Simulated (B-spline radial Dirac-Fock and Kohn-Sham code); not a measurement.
## Binding energies of Pt⁴⁴⁺

System: the Pt⁴⁴⁺ ion, configuration [Ar] 3d10 4s2 4p4; nuclear rms radius 5.427 fm (A = 195).

Calculated with a radial atomic solver, using Dirac-Fock energy differences between relaxed states, corrected for Breit and QED terms. Correlation energy is missing from these numbers. Energies are counted from the vacuum level. Subshells whose hole state is unreliable or did not converge are left out.

All terms are in eV, carry their sign (relaxation lowers the binding energy) and add up to the binding energy; ⟨r⟩ is the mean radius of the orbital in the initial state.

```tsv
subshell	−ε (Koopmans)	relaxation	Breit	QED	binding energy	⟨r⟩ (bohr)
K	81082.5	-57.58	-274.54	-143.78	80606.6	0.017
L1	16162.4	-22.52	-32.16	-21.61	16086.1	0.072
L2	15556.2	-26.87	-52.31	-0.29	15476.8	0.059
M1	5423.6	-4.73	-6.69	-5.18	5407.0	0.183
M2	5157.1	-5.42	-10.87	-0.20	5140.6	0.174
M4	4328.2	-6.30	-5.06	0.40	4317.3	0.164
M5	4242.1	-5.90	-3.43	0.17	4233.0	0.168
N1	2537.0	-0.55	-2.15	-1.66	2532.6	0.371
N2,3	2335.4	-0.56	-2.43	-0.15	2332.3	0.388
```

For the deepest level, K (1s), the Breit terms make up -0.341 % of the binding energy, QED -0.178 % and orbital relaxation -0.071 %.

Going to the tabulated ground configuration of the next ion removes an electron from N2,3 (4p), computed at 2332.3 eV. NIST lists 2291 ± 4 eV as the ionisation energy of this species (theoretical), -41.31 eV from the computed value. Where a p, d or f shell is open in either ion the computed value averages over both j values and all terms, while the table refers to the lowest levels; that difference holds spin-orbit splitting (largest in heavy or highly charged ions), term energies where several electrons share open shells, and correlation, and it can reach 10 % or more.
